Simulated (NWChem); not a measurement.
Species: CCl$_{2}$, singlet; SMILES Cl[C]Cl

All runs: NWChem. Pople sets run with spherical d functions. Low-valent species are run as closed-shell singlets; no triplet was tried in these runs. Structure relaxed at the PBE-D3(BJ)/def2-SVP level. Level TPSS/6-31G*: single points from the atomic guess with DIIS by default; each run changes one setting, and all converged runs end within 0.3 mHa of each other.

Which setting needs the most SCF iterations, or fails (no level shifting; no DIIS, 40 % damping; DIIS on 20 Fock matrices; defaults; level shift of 0.5 Ha throughout)?

no DIIS, 40 % damping, which doesn't converge.
| setting | SCF iterations |
|---|---|
| defaults | 7 |
| level shift of 0.5 Ha throughout | 17 |
| no level shifting | 7 |
| DIIS on 20 Fock matrices | 7 |
| no DIIS, 40 % damping | not converged in 200 |
